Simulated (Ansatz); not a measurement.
Basis sets compared for the cluster B5N4⁺. Total charge 1; singlet. Geometry r2SCAN-D4/def2-SVP. Ansatz on 4 threads of Intel Xeon 6975P-C on a shared host; times are rough, and most runs start from earlier orbitals.

```xyz
9

B    -0.005    0.000    0.007
B    -4.041    1.225   -3.074
B     4.054   -1.224    3.058
B     2.021   -0.610    1.534
B    -2.024    0.610   -1.530
N    -1.023    0.307   -0.765
N     1.014   -0.306    0.778
N     3.063   -0.924    2.314
N    -3.058    0.924   -2.321
```

The restricted singlet is unstable towards broken spin symmetry in Hartree–Fock (as tested in another run); at PBE-D4/def2-SVP, PBE-D4/def2-TZVP, PBE0-D4/def2-SVP, PBE0-D4/def2-TZVP this wasn't settled. Another isomer (singlet) lies 4.64 eV lower at PBE0-D4/def2-TZVP; other spin states weren't run for this one.

| level | functions | energy (Eh) | HOMO (eV) | LUMO (eV) | wall time |
| --- | --- | --- | --- | --- | --- |
| PBE-D4/def2-SVP | 126 | -342.3201 | -10.99 | -10.99 | 0.55 s |
| PBE0-D4/def2-SVP | 126 | -342.2921 | -11.28 | -10.97 | 0.65 s |

Task: Estimate the rows for PBE-D4/def2-TZVP (with forces), PBE0-D4/def2-TZVP.

Result: 
| level | functions | energy (Eh) | HOMO (eV) | LUMO (eV) | wall time |
| --- | --- | --- | --- | --- | --- |
| PBE-D4/def2-TZVP (with forces) | 279 | -342.6813 | -11.08 | -11.08 | 1.5 s |
| PBE0-D4/def2-TZVP | 279 | -342.6528 | -11.38 | -11.06 | 2.4 s |
